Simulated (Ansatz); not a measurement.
Species: GeH2BrF, charge 0, singlet. GeH2BrF (SMILES [Br][GeH2][F]).
B3LYP-D3(BJ)/def2-TZVP minimum from Ansatz (a first-principles code):
```
Ge
F 1 1.7426
H 1 1.5298 2 106.78
H 1 1.5298 3 117.14 2 119.57
Br 1 2.3065 3 109.41 4 125.21
```
Charge 0, spin multiplicity 1.

Total energies in cc-pVTZ, 20 correlated electrons, 29 frozen orbitals. UHF or UKS for unpaired electrons; spin-orbit terms are left out. Cores are frozen in correlated methods (noble-gas shells, and filled d and f shells in the p block). No relativity. Spin-orbit terms, left out, reach several kcal/mol for Br and I, and more for heavier atoms.

| method | program | energy (Eh) | minus CCSDT(Q) (mEh) |
|---|---|---|---|
| HF | Ansatz | -4748.59313 | 577.94 |
| MP2 | Ansatz | -4749.12465 | 46.42 |
| CCSD | Ansatz | -4749.15101 | 20.06 |
| CCSD(T) | Ansatz | -4749.16951 | 1.56 |
| CCSDT(Q) | Ansatz | -4749.17107 | 0.00 |

Rough core times of Ansatz's runs on a shared machine: CCSD(T) under 20 s, CCSDT(Q) 40 min.
